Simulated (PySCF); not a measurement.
This PySCF input asks for the NMR shieldings of `C=C1SB(C)C[C@@H]1C`, C$_{6}$H$_{11}$BS; the geometry comes from GFN2-xTB.

```python
import basis_set_exchange as bse
import numpy as np
from pyscf import gto, dft
from pyscf.prop import nmr

atoms = """
C    -1.199738    2.392405    0.245873
C    -0.413275    1.336073    0.360652
S     1.347670    1.479970    0.088998
B     1.582382   -0.271988   -0.086087
C     2.983411   -0.939975   -0.344792
C     0.192267   -1.021802    0.039963
C    -0.801057   -0.072060    0.730470
C    -2.252945   -0.404694    0.401277
H    -2.261747    2.332528    0.405609
H    -0.801154    3.358285   -0.008898
H     2.904922   -1.959409   -0.715312
H     3.554408   -0.983252    0.582980
H     3.591440   -0.371308   -1.045544
H    -0.178685   -1.241341   -0.967698
H     0.238936   -1.980471    0.558964
H    -0.658087   -0.163749    1.816631
H    -2.456798   -0.214090   -0.650233
H    -2.937343    0.189445    1.001457
H    -2.444411   -1.455315    0.608555
"""
names = dict.fromkeys(["C", "S", "B", "H"], "pcSseg-1")
basis = {el: gto.basis.parse(bse.get_basis(n, elements=[el], fmt="nwchem")) for el, n in names.items()}
mol = gto.M(atom=atoms, basis=basis, charge=0, verbose=0)
mf = dft.RKS(mol, xc="PBE0")
mf.grids.level = 2
mf.grids.alignment = dft.numint.BLKSIZE   # the property module wants whole blocks of grid points
mf.conv_tol = 1e-9
mf.kernel()

calc = nmr.RKS(mf)   # GIAO
C = mf.mo_coeff
Co = C[:, mf.mo_occ > 0]
resp = mf.gen_response(singlet=True, hermi=2)
def vind(x):   # induced exchange potential for any number of trial vectors
    d = np.einsum("pi,xij,qj->xpq", C, 2 * x.reshape(-1, C.shape[1], Co.shape[1]), Co, optimize=True)
    return np.einsum("xpq,pi,qj->xij", resp(d - d.transpose(0, 2, 1)), C, Co, optimize=True).ravel()
mo1, _ = nmr.rhf.solve_mo1(calc, with_cphf=vind)
sigma = calc.kernel(mo1)
for i, s in enumerate(sigma):   # ppm
    w = np.linalg.eigvalsh((s + s.T) / 2)
    print("%2d %-2s iso %8.1f  s11 %8.1f  s22 %8.1f  s33 %8.1f" % (i, mol.atom_pure_symbol(i), w.mean(), *w))
```

Question: Give the expected output.

Answer: 
```
 0 C  iso     72.3  s11    -33.3  s22     87.2  s33    163.1
 1 C  iso     16.6  s11    -83.9  s22     38.3  s33     95.5
 2 S  iso    323.7  s11    184.3  s22    348.0  s33    438.9
 3 B  iso     23.5  s11    -24.2  s22    -10.1  s33    104.8
 4 C  iso    181.6  s11    163.5  s22    186.8  s33    194.5
 5 C  iso    143.2  s11    118.0  s22    142.7  s33    169.0
 6 C  iso    141.7  s11    120.8  s22    143.0  s33    161.1
 7 C  iso    165.6  s11    152.6  s22    159.2  s33    185.0
 8 H  iso     26.3  s11     23.3  s22     24.2  s33     31.3
 9 H  iso     26.2  s11     23.3  s22     23.9  s33     31.3
10 H  iso     30.7  s11     26.2  s22     29.7  s33     36.1
11 H  iso     30.9  s11     27.0  s22     28.3  s33     37.4
12 H  iso     30.6  s11     25.8  s22     29.3  s33     36.6
13 H  iso     30.3  s11     26.3  s22     30.2  s33     34.5
14 H  iso     29.8  s11     25.4  s22     29.3  s33     34.8
15 H  iso     29.0  s11     26.4  s22     27.0  s33     33.6
16 H  iso     30.8  s11     27.9  s22     28.7  s33     35.8
17 H  iso     30.2  s11     25.5  s22     28.0  s33     37.0
18 H  iso     30.3  s11     25.2  s22     28.9  s33     36.9
```

These numbers come from an equivalent density-fitted implementation of the same equations, which agrees with the script to about 0.01 ppm for H and up to a few tenths of a ppm for heavy atoms, so last digits may differ.

Size and cost of the density-fitted run: 198 basis functions, 65 s wall time on 1 thread of an Arm Neoverse N1, shared host; peak memory 0.88 GiB.
